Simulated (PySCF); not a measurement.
CH$_{4}$Si, triplet, geometry from GFN2-xTB (a higher spin typed on purpose: for a closed-shell molecule this is an excited state), atoms displaced at random by about 0.08 Å a coordinate; PBE0/STO-3G, gradient (PySCF).

PySCF was given this input:
```python
from pyscf import gto, scf, dft

mol = gto.Mole()
mol.atom = '''
    C    -1.238686   -0.165320    0.286963
    Si    0.676302   -0.007916   -0.063684
    H    -1.687626    0.461533    0.982087
    H    -1.985090   -0.504189   -0.422084
    H     1.278591   -0.647337    0.937174
    H     1.160177    1.292720   -0.384277
'''
mol.basis = 'sto-3g'
mol.charge = 0
mol.spin = 2
mol.verbose = 4
mol.build()

mf = dft.UKS(mol)
mf.xc = 'pbe0'
mf.conv_tol = 1e-6
mf.kernel()
g = mf.nuc_grad_method()
grad = g.kernel()
```

It wrote (shortened):

```
PySCF version 2.14.0

[INPUT] verbose = 4
[INPUT] num. atoms = 6
[INPUT] num. electrons = 24
[INPUT] charge = 0
[INPUT] spin (= nelec alpha-beta = 2S) = 2
[INPUT] symmetry False subgroup None
[INPUT] Mole.unit = angstrom
[INPUT] Symbol           X                Y                Z      unit          X                Y                Z       unit  Magmom
[INPUT]  1 C     -1.238686000000  -0.165320000000   0.286963000000 AA   -2.340777294333  -0.312409522913   0.542281477884 Bohr   0.0
[INPUT]  2 Si     0.676302000000  -0.007916000000  -0.063684000000 AA    1.278025557496  -0.014959072002  -0.120345318517 Bohr   0.0
[INPUT]  3 H     -1.687626000000   0.461533000000   0.982087000000 AA   -3.189150940695   0.872170967449   1.855875460496 Bohr   0.0
[INPUT]  4 H     -1.985090000000  -0.504189000000  -0.422084000000 AA   -3.751276432613  -0.952779125018  -0.797623161561 Bohr   0.0
[INPUT]  5 H      1.278591000000  -0.647337000000   0.937174000000 AA    2.416186815334  -1.223289640298   1.771002191063 Bohr   0.0
[INPUT]  6 H      1.160177000000   1.292720000000  -0.384277000000 AA    2.192416786020   2.442886755748  -0.726178285969 Bohr   0.0

nuclear repulsion = 48.5004066707643
number of shells = 12
number of NR pGTOs = 54
number of NR cGTOs = 18
basis = sto-3g
ecp = {}

******** <class 'pyscf.dft.uks.UKS'> ********
method = UKS
initial guess = minao
damping factor = 0
level_shift factor = 0
DIIS = <class 'pyscf.scf.diis.CDIIS'>
diis_start_cycle = 1
diis_space = 8
diis_damp = 0
SCF conv_tol = 1e-06
SCF conv_tol_grad = None
SCF max_cycles = 50
direct_scf = True
direct_scf_tol = 1e-13
number electrons alpha = 13  beta = 11
XC library pyscf.dft.libxc version 7.1.2
    S. Lehtola, C. Steigemann, M. J. T. Oliveira, and M. A. L. Marques,  SoftwareX 7, 1–5 (2018)
XC functionals = pbe0
    C. Adamo and V. Barone,  J. Chem. Phys. 110, 6158 (1999)
    M. Ernzerhof and G. E. Scuseria,  J. Chem. Phys. 110, 5029 (1999)
radial grids:
    Treutler-Ahlrichs [JCP 102, 346 (1995); DOI:10.1063/1.469408] (M4) radial grids

becke partition: Becke, JCP 88, 2547 (1988); DOI:10.1063/1.454033
pruning grids: <function nwchem_prune>
grids dens level: 3
symmetrized grids: False
atomic radii adjust function: <function treutler_atomic_radii_adjust>
small_rho_cutoff = 0
Set gradient conv threshold to 0.001
tot grids = 72536
init E= -325.602722752784

cycle= 1 E= -325.823193633268  delta_E= -0.22  |g|= 0.126  |ddm|= 2.08
cycle= 2 E= -325.832470472742  delta_E= -0.00928  |g|= 0.0868  |ddm|= 0.354
cycle= 3 E= -325.837907900892  delta_E= -0.00544  |g|= 0.0088  |ddm|= 0.144
cycle= 4 E= -325.838019944628  delta_E= -0.000112  |g|= 0.00208  |ddm|= 0.0246
cycle= 5 E= -325.838027704345  delta_E= -7.76e-06  |g|= 0.000467  |ddm|= 0.00693
cycle= 6 E= -325.838028077856  delta_E= -3.74e-07  |g|= 8.04e-05  |ddm|= 0.00171
Extra cycle  E= -325.838028084833  delta_E= -6.98e-09  |g|= 3.05e-05  |ddm|= 0.00023
converged SCF energy = -325.838028084833  <S^2> = 2.0034169  2S+1 = 3.0022771

******** <class 'pyscf.grad.uks.Gradients'> for <class 'pyscf.dft.uks.UKS'> ********
unit = Eh/Bohr
grid_response = False
--------------- UKS gradients ---------------
         x                y                z
0 C    -0.0599768783     0.0106743234     0.0356809359
1 Si     0.0837246541     0.0032599495     0.0608639360
2 H     0.0193895633    -0.0322268358    -0.0425550437
3 H    -0.0016152956     0.0084013384     0.0119715783
4 H    -0.0390345939     0.0246163247    -0.0586146766
5 H    -0.0024810229    -0.0147250684    -0.0073466643
----------------------------------------------
```
